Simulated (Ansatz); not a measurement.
Steps of a relaxation of C4H9Cl3OSi, SMILES `CC(C)(C)O[Si](Cl)(Cl)Cl` with RKS PBE0-D4/def2-TZVP.

```sh
$ ansatz run in.yaml --threads 4 --pin off --events-out ev --progress --plain --max-ram 66560MiB --backend cuda --devices 0, --max-vram 37GiB
```

```yaml
crystal:
  periodic: [false, false, false]
  atoms:
    - {symbol: C, position_ang: [0.509331, -0.226103, -1.385556]}
    - {symbol: C, position_ang: [0.326133, -0.350565, 0.130557]}
    - {symbol: C, position_ang: [1.677261, -0.477328, 0.839299]}
    - {symbol: C, position_ang: [-0.600619, -1.518149, 0.486711]}
    - {symbol: O, position_ang: [-0.268201, 0.866838, 0.675505]}
    - {symbol: Si, position_ang: [-1.362157, 1.948130, 0.118532]}
    - {symbol: Cl, position_ang: [-0.564679, 3.225702, -1.294304]}
    - {symbol: Cl, position_ang: [-3.025665, 1.052456, -0.728291]}
    - {symbol: Cl, position_ang: [-1.955410, 3.059103, 1.737588]}
    - {symbol: H, position_ang: [-0.467549, -0.132734, -1.901949]}
    - {symbol: H, position_ang: [1.126736, 0.657787, -1.637753]}
    - {symbol: H, position_ang: [1.014991, -1.128083, -1.783861]}
    - {symbol: H, position_ang: [2.200134, -1.400084, 0.519154]}
    - {symbol: H, position_ang: [2.320035, 0.393319, 0.603195]}
    - {symbol: H, position_ang: [1.533144, -0.514839, 1.936626]}
    - {symbol: H, position_ang: [-0.157690, -2.478696, 0.155741]}
    - {symbol: H, position_ang: [-0.755387, -1.563635, 1.582477]}
    - {symbol: H, position_ang: [-1.587808, -1.401619, -0.001772]}
basis:
  gaussian: {orbitals: def2-TZVP}
hamiltonian: {xc: pbe0, dispersion: d4}
relax: {f_tol: 0.005, max_steps: 150}
```

Positions (Å) and forces (eV/Å) along the path, 7 of 11 steps:

```xyz
18
step=1 energy=-51774.8743 eV
C     0.509   -0.226   -1.386    0.013    0.030   -0.147
C     0.326   -0.351    0.131   -0.033    0.009   -0.005
C     1.677   -0.477    0.839    0.107    0.031    0.078
C    -0.601   -1.518    0.487   -0.087   -0.086    0.057
O    -0.268    0.867    0.676   -0.683    0.506   -0.578
Si   -1.362    1.948    0.119    0.463   -0.483    0.229
Cl   -0.565    3.226   -1.294   -0.243   -0.386    0.427
Cl   -3.026    1.052   -0.728    0.504    0.290    0.257
Cl   -1.955    3.059    1.738    0.170   -0.325   -0.481
H    -0.468   -0.133   -1.902    0.453   -0.042    0.254
H     1.127    0.658   -1.638   -0.280   -0.424    0.134
H     1.015   -1.128   -1.784   -0.242    0.416    0.223
H     2.200   -1.400    0.519   -0.269    0.428    0.134
H     2.320    0.393    0.603   -0.311   -0.416    0.096
H     1.533   -0.515    1.937    0.053    0.009   -0.525
H    -0.158   -2.479    0.156   -0.190    0.470    0.142
H    -0.755   -1.564    1.582    0.083    0.031   -0.518
H    -1.588   -1.402   -0.002    0.492   -0.058    0.226
18
step=3 energy=-51774.9803 eV
C     0.502   -0.223   -1.374   -0.006    0.008    0.014
C     0.316   -0.341    0.128    0.020    0.017    0.059
C     1.656   -0.467    0.829   -0.015    0.005   -0.007
C    -0.593   -1.504    0.482    0.009    0.014   -0.001
O    -0.277    0.865    0.667   -0.123    0.034   -0.157
Si   -1.348    1.927    0.121    0.155   -0.123    0.114
Cl   -0.552    3.179   -1.270   -0.007    0.027   -0.009
Cl   -2.984    1.046   -0.715   -0.031    0.012   -0.009
Cl   -1.933    3.023    1.719   -0.015    0.019   -0.004
H    -0.456   -0.120   -1.887   -0.011    0.004   -0.010
H     1.127    0.636   -1.622    0.011    0.011   -0.010
H     0.989   -1.122   -1.755    0.004   -0.015   -0.001
H     2.166   -1.378    0.510    0.005   -0.010   -0.005
H     2.291    0.388    0.593    0.013    0.015   -0.003
H     1.515   -0.506    1.909    0.001   -0.001    0.020
H    -0.143   -2.444    0.160    0.008   -0.012   -0.003
H    -0.749   -1.546    1.561   -0.005   -0.003    0.019
H    -1.564   -1.404   -0.005   -0.014   -0.003   -0.006
18
step=4 energy=-51774.9758 eV rejected
C     0.503   -0.235   -1.377    0.127   -0.173   -0.044
C     0.320   -0.350    0.127   -0.067   -0.127   -0.300
C     1.657   -0.457    0.832   -0.012   -0.055   -0.006
C    -0.592   -1.510    0.482    0.099   -0.105    0.012
O    -0.285    0.841    0.628   -0.241    0.523    0.255
Si   -1.342    1.928    0.126    0.000   -0.048   -0.044
Cl   -0.557    3.208   -1.250    0.022   -0.022    0.024
Cl   -2.999    1.088   -0.720    0.023   -0.003    0.020
Cl   -1.921    3.010    1.736    0.031   -0.029    0.013
H    -0.455   -0.136   -1.894   -0.017    0.003    0.039
H     1.128    0.622   -1.633    0.003    0.011    0.020
H     0.991   -1.137   -1.753   -0.002    0.018   -0.037
H     2.177   -1.367    0.523    0.011    0.004    0.012
H     2.284    0.403    0.593    0.015    0.011   -0.004
H     1.507   -0.489    1.912    0.024   -0.007    0.030
H    -0.138   -2.452    0.169   -0.019   -0.016    0.009
H    -0.752   -1.544    1.561   -0.008   -0.005    0.011
H    -1.561   -1.414   -0.010    0.013    0.020   -0.009
18
step=5 energy=-51774.9827 eV
C     0.505   -0.230   -1.376   -0.002   -0.003   -0.001
C     0.316   -0.343    0.127    0.026   -0.049   -0.021
C     1.655   -0.464    0.830   -0.004    0.018    0.009
C    -0.591   -1.508    0.483   -0.004    0.004    0.002
O    -0.285    0.860    0.652   -0.019    0.013   -0.006
Si   -1.347    1.929    0.124   -0.008    0.012    0.004
Cl   -0.555    3.193   -1.261    0.002    0.000    0.001
Cl   -2.994    1.066   -0.714    0.001    0.006   -0.001
Cl   -1.931    3.022    1.724    0.004   -0.001    0.008
H    -0.454   -0.126   -1.890   -0.005    0.001   -0.004
H     1.130    0.629   -1.626    0.004    0.002   -0.002
H     0.991   -1.130   -1.756   -0.001   -0.003    0.003
H     2.168   -1.374    0.513   -0.001   -0.001   -0.002
H     2.288    0.393    0.593    0.007    0.006    0.001
H     1.512   -0.501    1.911    0.003    0.000    0.008
H    -0.138   -2.449    0.164    0.005    0.000    0.000
H    -0.749   -1.547    1.562   -0.002   -0.001    0.004
H    -1.561   -1.410   -0.007   -0.007   -0.004   -0.003
18
step=7 energy=-51774.9831 eV
C     0.505   -0.235   -1.379    0.002   -0.002    0.003
C     0.315   -0.347    0.124    0.004   -0.011   -0.010
C     1.652   -0.457    0.832    0.004   -0.008   -0.005
C    -0.589   -1.514    0.480    0.008   -0.003    0.001
O    -0.293    0.854    0.645   -0.019    0.021    0.009
Si   -1.348    1.933    0.127   -0.002    0.008   -0.009
Cl   -0.550    3.194   -1.258   -0.001    0.002    0.004
Cl   -3.004    1.085   -0.709    0.003    0.002    0.003
Cl   -1.915    3.024    1.735    0.000   -0.003    0.000
H    -0.453   -0.132   -1.894   -0.001    0.000    0.003
H     1.130    0.624   -1.629    0.000   -0.003    0.000
H     0.993   -1.135   -1.757    0.001   -0.002    0.002
H     2.170   -1.366    0.520    0.006    0.000    0.001
H     2.282    0.402    0.593   -0.004   -0.001    0.000
H     1.507   -0.491    1.913   -0.003    0.000    0.000
H    -0.129   -2.454    0.169    0.001   -0.003   -0.002
H    -0.754   -1.549    1.558    0.000    0.002    0.001
H    -1.557   -1.424   -0.017    0.000    0.001    0.000
18
step=10 energy=-51774.9833 eV
C     0.500   -0.240   -1.379   -0.010    0.010    0.006
C     0.312   -0.348    0.124    0.021   -0.008   -0.005
C     1.652   -0.453    0.828   -0.008    0.002    0.002
C    -0.587   -1.518    0.484    0.001    0.008    0.000
O    -0.298    0.851    0.645    0.001   -0.009   -0.001
Si   -1.346    1.937    0.125    0.001    0.000   -0.003
Cl   -0.532    3.208   -1.240    0.000    0.001    0.000
Cl   -2.995    1.098   -0.732   -0.001    0.001    0.000
Cl   -1.927    3.016    1.737    0.000   -0.002    0.000
H    -0.460   -0.140   -1.892    0.000    0.000   -0.002
H     1.123    0.619   -1.633   -0.001   -0.002    0.000
H     0.988   -1.141   -1.756    0.001   -0.003    0.002
H     2.175   -1.360    0.516   -0.002    0.001   -0.001
H     2.277    0.409    0.590   -0.002    0.000   -0.001
H     1.509   -0.489    1.910    0.002    0.000    0.002
H    -0.126   -2.458    0.172    0.002    0.004   -0.001
H    -0.747   -1.552    1.563   -0.002    0.000    0.002
H    -1.556   -1.430   -0.009   -0.004   -0.002    0.000
18
step=11 energy=-51774.9833 eV
C     0.497   -0.240   -1.379    0.001    0.000   -0.001
C     0.312   -0.349    0.124    0.002    0.001    0.002
C     1.653   -0.453    0.828   -0.003    0.001   -0.001
C    -0.586   -1.519    0.486    0.000   -0.002   -0.002
O    -0.300    0.850    0.646   -0.001    0.000    0.001
Si   -1.345    1.937    0.124    0.000   -0.002   -0.001
Cl   -0.525    3.210   -1.236    0.000    0.001    0.000
Cl   -2.992    1.102   -0.740    0.000    0.000    0.000
Cl   -1.930    3.013    1.736    0.001    0.000    0.000
H    -0.463   -0.142   -1.891    0.000    0.001    0.000
H     1.119    0.620   -1.634   -0.001   -0.002    0.000
H     0.986   -1.141   -1.757    0.000    0.000    0.001
H     2.176   -1.358    0.514    0.000    0.000   -0.001
H     2.276    0.411    0.588    0.000   -0.001    0.000
H     1.511   -0.488    1.909    0.000    0.000    0.000
H    -0.125   -2.458    0.173    0.000    0.000    0.000
H    -0.745   -1.553    1.565    0.000    0.001    0.000
H    -1.556   -1.431   -0.006    0.000    0.000    0.001
```

Run time 17 s (4 threads of an AMD EPYC 7R13 on a shared host and a share of an NVIDIA H100 80 GB); peak host memory 1.1 GiB.
